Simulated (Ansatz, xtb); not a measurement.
## C4H10N2O: which of two isomers lies lower

We compare X, `N[C@@H]1CC[C@@H](N)O1`, a singlet, with Y, `N[C@@H]1CC[C@H](N)O1`, a singlet. Both are isolated molecules in the gas phase, relaxed with B3LYP-D3(BJ)/def2-SVP, each in the lowest conformer that the search found.

Which of the two would you expect CCSD(T)/def2-SVP + ΔMP2/def2-TZVPP electronic energies to favour?

Structure Y; the calculation gives E(Y) − E(X) = −0.063 eV.

Level by level:

```csv
level,geometry,E(Y) − E(X) (eV),departure from the last row (eV),"job, with rough time for the two"
B3LYP-D3(BJ)/def2-SVP,B3LYP-D3(BJ)/def2-SVP,−0.072,−0.008,"optimisation, 2.1 min"
HF/def2-SVP,B3LYP-D3(BJ)/def2-SVP,−0.034,+0.030,part of the CCSD(T) run
MP2/def2-SVP,B3LYP-D3(BJ)/def2-SVP,−0.074,−0.010,part of the CCSD(T) run
CCSD(T)/def2-SVP,B3LYP-D3(BJ)/def2-SVP,−0.073,−0.010,single point
CCSD(T)/def2-SVP + ΔMP2/def2-TZVPP,B3LYP-D3(BJ)/def2-SVP,−0.063,,"single point, 3.3 min"
```

As drawn, both hold the same kinds of bond in the same numbers.

None of the levels shown reverses the order. The largest departure from CCSD(T)/def2-SVP + ΔMP2/def2-TZVPP is that of HF/def2-SVP, 0.030 eV. Levels run at GFN2-xTB geometries aren't shown. The last row adds to CCSD(T) the change of the MP2 difference between the two basis sets, here +0.010 eV.

With thermal terms from frequencies at re-optimised GFN2-xTB minima (ideal gas, soft modes damped towards free rotors, one conformer each, 298.15 K, 1 atm): the zero-point term adds +0.017 eV; ΔH is −0.053 and ΔG −0.038 eV.

The correlated steps freeze 7 core orbitals. Programs: Ansatz 0.2.0, xtb 6.7.1; the last row on 2 threads of Arm Neoverse V2 on a shared host.
